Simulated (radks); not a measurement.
All-electron atom: Yb XXII in [Kr] 4d10 4f3.

Calculated with a radial shooting solver on a logarithmic mesh with Libxc functionals: scalar-relativistic Kohn-Sham, LDA (Slater exchange, Perdew-Wang correlation), spin-unpolarised, spherical densities, finite nucleus; Fermi nuclear charge, rms radius 5.3108 fm.

Energy parts (eV):
total: -377619.66
kinetic: 411749.28
electron-nucleus: -899287.82
Hartree: 117008.68
exchange-correlation: -7089.80

Orbitals (lengths in bohr, moments of r in powers of bohr; <r^-3> diverges for s and p1/2):
| orbital | occ. | eigenvalue (eV) | <r^-3> |
|---|---|---|---|
| 1s | 2 | -61771.55 | - |
| 2s | 2 | -10967.18 | - |
| 2p | 6 | -9742.118 | 15950 |
| 3s | 2 | -2942.641 | - |
| 3p | 6 | -2573.092 | 3488 |
| 3d | 10 | -2122.033 | 458.0 |
| 4s | 2 | -1028.268 | - |
| 4p | 6 | -901.1405 | 894.6 |
| 4d | 10 | -734.6105 | 106.8 |
| 4f | 3 | -550.7060 | 22.14 |
| 5s | 0 | -496.0536 | - |
| 5p | 0 | -447.3957 | 292.0 |
| 5d | 0 | -381.6863 | 35.09 |

The highest occupied level is 4f at -550.71 eV. Summed over all electrons, <r^2> = 6.960 bohr^2, which gives a Langevin (diamagnetic) susceptibility term of -5.51 x 10^-6 cm^3/mol. For comparison, the ionisation energy in NIST's Atomic Spectra Database is 580 eV (theoretical). In exact Kohn-Sham theory the highest level is minus the ionisation energy, but local and semilocal functionals leave it too shallow, through self-interaction and a potential that decays too fast; potentials with the right tail come closer. The density falls to 0.001 e/bohr^3 at r = 1.46 bohr. The electron density at the nucleus is 1.08e+06 e/bohr^3 (large components only).

Beside tabulated values, note that spin-unpolarised runs miss the spin-polarisation part of the exchange energy of open shells.
